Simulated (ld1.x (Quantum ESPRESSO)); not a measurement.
## Before and after: TM potential for tungsten

tungsten (W), norm-conserving Troullier–Martins (Kleinman–Bylander form), made with ld1.x (Quantum ESPRESSO) 7.5 (PBE, scalar-relativistic). Core [Xe] 4f14, reference 5d4 6s1.75 6p0 (charge +0.25). Waves: 6s (bound): rc 2.85 bohr; 6p (bound, empty): rc 2.65 bohr; 5d (bound): rc 1.80 bohr. Local part: all-electron potential smoothed inside 2.55 bohr (lloc = -2). Core correction: none.

Change: local potential all-electron potential smoothed inside 2.84 bohr (lloc = -2).

Cutoffs: the cutoffs (Ry, on a coarse ladder) from which the occupation-weighted sum of valence levels, in a spherical-Bessel basis at the reference potential, stays within 10 and 1 mRy of its value at 400 Ry; they do not see the model core or the augmentation charge, which bear on the density cutoff. Errors are all-electron minus pseudo energies relative to the spin-unpolarised reference configuration.

Predict the effect on cutoff, ghosts and configuration errors.

The potential gets neither clearly harder nor softer (30 Ry and 35 Ry → 30 Ry and 35 Ry); of the 7 tests that both files solve, the error grows in 0 and shrinks in 3 by more than 15 % and 0.3 meV (median size 27.1 → 24.5 meV); neither file shows a bound ghost. That the errors move this way runs against the usual rule that smaller radii transfer better.

| quantity | base | changed |
| --- | --- | --- |
| cutoff, loose | 30 Ry | 30 Ry |
| cutoff, tight | 35 Ry | 35 Ry |
| bound ghosts | none | none |
| error for 5d4 6s2 6p0, meV [ΔE -1.62 eV] | +0.9 | +0.8 |
| error for 5d4 6s1 6p0, meV [ΔE 7.26 eV] | +3.5 | +2.9 |
| error for 5d4 6s0 6p0, meV [ΔE 22.94 eV] | +66 | +63 |
| error for 5d2 6s0 6p0, meV [ΔE 85.54 eV] | +137 | +90 |
| error for 5d3 6s0 6p0, meV [ΔE 48.32 eV] | +107 | +84 |
| error for 5d4 6s0 6p1, meV [ΔE 12.72 eV] | +27 | +24 |
| error for 5d4 6s0 6p2, meV [ΔE 7.64 eV] | +17 | +15 |
| s: phases at 3.09 bohr within 0.05 rad from the reference energy up to (Ry; the scan ends near 5) | 0.9 | 1.3 |
| p: phases at 3.09 bohr within 0.05 rad from the reference energy up to (Ry; the scan ends near 5) | 0.3 | 0.4 |
| d: phases at 3.09 bohr within 0.05 rad from the reference energy up to (Ry; the scan ends near 5) | 1.1 | 1.0 |
